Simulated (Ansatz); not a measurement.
A nudged elastic band was laid between two geometries of a periodic cell of 17 atoms, Ba16N (host Ba, host structure bcc, interstitial N).

All numbers below come from DFT PBEsol, scalar-relativistic, plane waves, PAW in Ansatz 0.2.0. Settings: cutoff 420 eV, k mesh 2x2x2, gaussian smearing 0.05 eV, no spin polarisation.

- movable images: 3
- climbing image: yes
- spring: 5.0 eV/Å²
- optimiser: fire
- start path: IDPP
- force threshold: 0.03 eV/Å
- iteration limit: 80
- end points: relaxed

Initial state:

```xyz
17
Lattice="10.0400 0.0000 0.0000 0.0000 10.0400 0.0000 0.0000 0.0000 10.0400" Properties=species:S:1:pos:R:3
Ba 0.254 0.197 0.000
Ba 4.771 0.198 0.000
Ba 0.016 5.011 0.001
Ba -0.064 -0.065 5.021
Ba 2.512 2.309 2.259
Ba 5.009 5.010 0.001
Ba 5.090 -0.065 5.021
Ba 7.533 2.573 2.577
Ba 0.013 5.020 5.021
Ba 2.513 7.539 2.497
Ba 2.512 2.310 7.782
Ba 5.012 5.018 5.021
Ba 7.533 7.529 2.501
Ba 7.533 2.573 7.464
Ba 2.513 7.539 7.544
Ba 7.533 7.528 7.540
N 2.512 1.253 0.000
```

Final state:

```xyz
17
Lattice="10.0400 0.0000 0.0000 0.0000 10.0400 0.0000 0.0000 0.0000 10.0400" Properties=species:S:1:pos:R:3
Ba 0.174 0.259 -0.002
Ba 5.032 -0.006 -0.004
Ba 0.172 4.749 -0.002
Ba -0.047 -0.050 5.015
Ba 2.338 2.508 2.240
Ba 5.036 5.019 -0.005
Ba 5.010 -0.009 5.017
Ba 7.514 2.505 2.510
Ba -0.049 5.060 5.015
Ba 2.558 7.524 2.551
Ba 2.336 2.508 7.790
Ba 5.012 5.020 5.016
Ba 7.538 7.526 2.510
Ba 7.517 2.505 7.525
Ba 2.557 7.524 7.481
Ba 7.539 7.526 7.521
N 1.255 2.504 -0.005
```

(1) Which bonds break or form, and what moves?

(2) Give the energies along the band, and the barrier.

(3) What is the geometry of the highest image?

The band took 34 iterations and of the order of 50 core-minutes.

Answers

(1) The atom that moves furthest is N17, by 1.77 Å; four of its nearest neighbours are Ba11 2.49, Ba2 2.49, Ba5 2.49, Ba1 2.49 Å at the first end and Ba11 2.49, Ba5 2.49, Ba1 2.49, Ba3 2.49 Å at the last.

(2) The run converged. The highest image is number 2 of 0 to 4, 0.190 eV above the first end and 0.192 eV above the last; the last end lies 0.002 eV below the first. By the program's own check the climbing image is a first-order saddle point (lowest curvatures found: -1.24 and 0.33 eV/Å²). Limits of this set-up: coarse k mesh, odd electron count without spin, a small cell, in which the defect meets its images, a typed lattice constant that wasn't relaxed here.

| image | path coordinate (Å) | energy (eV) | Ba2–N17 (Å) | Ba3–N17 (Å) |
| --- | --- | --- | --- | --- |
| 0 | 0.00 | 0.000 | 2.49 | 4.51 |
| 1 | 0.68 | 0.056 | 2.55 | 3.86 |
| 2 | 1.37 | 0.190 | 2.93 | 2.93 |
| 3 | 2.05 | 0.056 | 3.86 | 2.55 |
| 4 | 2.74 | -0.002 | 4.53 | 2.49 |

(3) 
```xyz
17
Lattice="10.0400 0.0000 0.0000 0.0000 10.0400 0.0000 0.0000 0.0000 10.0400" Properties=species:S:1:pos:R:3
Ba 0.335 0.332 0.000
Ba 4.465 0.358 -0.001
Ba 0.362 4.460 -0.001
Ba -0.060 -0.064 5.019
Ba 2.522 2.518 2.432
Ba 4.928 4.924 -0.002
Ba 5.022 -0.102 5.019
Ba 7.436 2.489 2.532
Ba -0.097 5.018 5.019
Ba 2.493 7.432 2.532
Ba 2.525 2.520 7.601
Ba 5.091 5.087 5.018
Ba 7.542 7.538 2.373
Ba 7.436 2.489 7.505
Ba 2.493 7.432 7.505
Ba 7.542 7.538 7.664
N 2.107 2.103 -0.004
```

Time of the run: 16 min on 4 threads of Intel(R) Xeon(R) 6975P-C (Granite Rapids), with other jobs on the host, peak memory 4.6 GiB.
